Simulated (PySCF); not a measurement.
## Radial density of In (indium, neutral)

M06-L, [Kr] 4d10 5s2 5p1, 2P determinant. Calculation: PySCF 2.14, in cc-pVTZ-PP with ECP28MDF (5s4p3d1f, 39 functions); a scalar-relativistic core potential. This is the valence pseudo-density: the core potential removes the inner electrons and smooths the orbitals near the nucleus.

```
r (bohr)  4πr²ρ (e/bohr)  4πr²(ρα − ρβ)
 0.00929       1.221e-05         0.0000
  0.0156       2.807e-05         0.0000
  0.0263       5.406e-05         0.0000
  0.0442       0.0001081         0.0000
  0.0743       0.0003905         0.0000
   0.125        0.003705         0.0000
   0.210         0.05605         0.0000
   0.354           1.185         0.0011
   0.595           13.53         0.0207
    1.00           18.83        -0.0145
    1.68           4.802         0.1263
    2.83           1.295         0.3223
    4.76          0.2466         0.1486
    8.01         0.01270         0.0117
    13.5       3.813e-05         0.0000
```

Energies and moments cover only the electrons outside the core potential.

**Question.** Where is the radial spin density 4πr²(ρα − ρβ) most negative, and why is it negative at all?

**Answer.** Around r = 1.00 bohr, down to -0.0145 e/bohr: exchange with the open shell polarises the paired shells in an unrestricted calculation.
